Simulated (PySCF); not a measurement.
**Electron correlation in Ar⁶⁺ (argon, charge +6)**

Starting occupation: [Ne] 3s2. All numbers are calculated (PySCF 2.14, X2C-1e with screened-nucleus spin-orbit coupling, Gaussian nucleus, in an even-tempered Gaussian basis (20 s from 0.071 bohr⁻², ratio 2.6; 13 p from 0.093 bohr⁻², ratio 2.6; 8 d from 0.095 bohr⁻², ratio 2.8; 4 f from 2.3 bohr⁻², ratio 2.8)). Frozen: 1s2; 10 electrons correlated; the 46 highest virtual spinors left out.

MP2 pair energies summed by pair of shells (mhartree):

| pair | energy | share (%) |
| --- | --- | --- |
| 2p1/2-2p3/2 | -93.36 | 25.6 |
| 2p3/2-2p3/2 | -89.08 | 24.5 |
| 3s1/2-3s1/2 | -45.47 | 12.5 |
| 2p3/2-2s1/2 | -40.69 | 11.2 |
| 2p3/2-3s1/2 | -25.93 | 7.1 |
| 2p1/2-2p1/2 | -21.27 | 5.8 |
| 2p1/2-2s1/2 | -20.39 | 5.6 |
| 2p1/2-3s1/2 | -12.82 | 3.5 |
| 2s1/2-2s1/2 | -10.02 | 2.7 |
| 2s1/2-3s1/2 | -5.17 | 1.4 |

Total MP2 correlation energy: -364.20 mhartree.

The virtual space was cut to 48 spinors, which keep -280.30 of the -364.20 mhartree of MP2 correlation.

```
  level  correlation energy (mhartree)
   CCSD                        -296.68
    (T)                          -1.45
CCSD(T)                        -298.13
```

Diagnostics: T1 = 0.0016, largest double amplitude 0.102.

Cost of the coupled-cluster step: about 29 core-seconds, for 10 occupied and 48 virtual spinors.

Iterations:

```
Init t2, MP2 energy = -0.280302494522022
CCSD nocc = 10, nmo = 58
Init t2, MP2 energy = -0.280302494522022
Init E_corr(GCCSD) = -0.280302494522022
cycle = 1  E_corr(GCCSD) = -0.291353099014063  dE = -0.0110506045  norm(t1,t2) = 0.0363214
cycle = 2  E_corr(GCCSD) = -0.294757710415225  dE = -0.0034046114  norm(t1,t2) = 0.0137401
cycle = 3  E_corr(GCCSD) = -0.296687576665195  dE = -0.00192986625  norm(t1,t2) = 0.00555334
cycle = 4  E_corr(GCCSD) = -0.296678820862139  dE = 8.75580306e-06  norm(t1,t2) = 0.000214771
cycle = 5  E_corr(GCCSD) = -0.296679444158409  dE = -6.2329627e-07  norm(t1,t2) = 1.35403e-05
cycle = 6  E_corr(GCCSD) = -0.296679618707619  dE = -1.7454921e-07  norm(t1,t2) = 5.41682e-06
cycle = 7  E_corr(GCCSD) = -0.296679506696065  dE = 1.12011554e-07  norm(t1,t2) = 7.30486e-07
cycle = 8  E_corr(GCCSD) = -0.296679520122281  dE = -1.34262164e-08  norm(t1,t2) = 4.22564e-08
cycle = 9  E_corr(GCCSD) = -0.296679518883991  dE = 1.23829036e-09  norm(t1,t2) = 3.5298e-09
GCCSD converged
E(GCCSD) = -517.786552367868  E_corr = -0.2966795188839909
```

The coupled-cluster values are those of the cut space; adding the MP2 remainder, -83.90 mhartree, estimates the full space.
